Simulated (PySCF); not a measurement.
## How methods differ on the electron affinity of In

In⁻ [Kr] 4d10 5s2 5p2 (3P) → In [Kr] 4d10 5s2 5p1 (2P), as a difference of total energies. Computed with PySCF 2.14 in aug-cc-pwCVTZ-DK3 (10s9p7d4f1g, 109 functions), with scalar relativity by spin-free X2C-1e. Correlated levels: valence: [Kr] 4d10 frozen; valence and next inner shell: [Ar] 3d10 frozen. The calculations carry no spin-orbit coupling.

```
                                method  electron affinity (eV)  plus first-order spin-orbit estimate  error of that sum (eV)
                                   UHF                   0.073                                 0.011                  -0.373
                                   LDA                   0.643                                 0.582                  +0.198
                                   PBE                   0.539                                 0.478                  +0.094
                                  PBE0                   0.495                                 0.433                  +0.049
                                r2SCAN                   0.568                                 0.507                  +0.123
                                M06-2X                   0.306                                 0.244                  -0.140
                                  PW91                   0.567                                 0.506                  +0.122
                             CAM-B3LYP                   0.389                                 0.328                  -0.056
                         MP2 (valence)                   0.356                                 0.294                  -0.090
                     SCS-MP2 (valence)                   0.269                                 0.207                  -0.177
    MP2 (valence and next inner shell)                   0.359                                 0.298                  -0.086
SCS-MP2 (valence and next inner shell)                   0.256                                 0.194                  -0.190
```

Reference: 0.384 eV (measured; photodetachment measurements, as compiled on the Wikipedia data page of electron affinities).

A first-order spin-orbit estimate (lowest level to lowest level, LS coupling) adds -0.061 eV.

Errors of the correlated levels include the incompleteness of this basis and the frozen core.

In the anion the highest occupied orbital energy is positive at LDA, PBE, PBE0, r2SCAN, M06-2X, PW91, CAM-B3LYP; the basis confines that electron, and the energy difference can still be sensible.
